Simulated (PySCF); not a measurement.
GaBr₂, SMILES [Br][Ga+][Br], charge +1.

Coordinates come from a PBE-D3(BJ)/def2-SVP optimisation. The spin state was assumed, not searched. The isomer is the one that the SMILES or the coordinates give; other isomers of the formula were not compared.

Method: PBE-D3(BJ)/def2-SVP run with PySCF.

Frequencies are harmonic and unscaled.

Modes within 1.5 cm⁻¹ of each other (mostly degenerate sets) share a row, with their intensities summed.

Computed harmonic wavenumbers and intensities:
```
mode  ν (cm⁻¹)  IR (km/mol)  moving atoms (share of kinetic energy)
----  --------  -----------  --------------------------------------
1–2         85          9.9                        Ga 70 %, Br 30 %
3          242          0.0                                Br 100 %
4          450         46.3                        Ga 70 %, Br 30 %
```
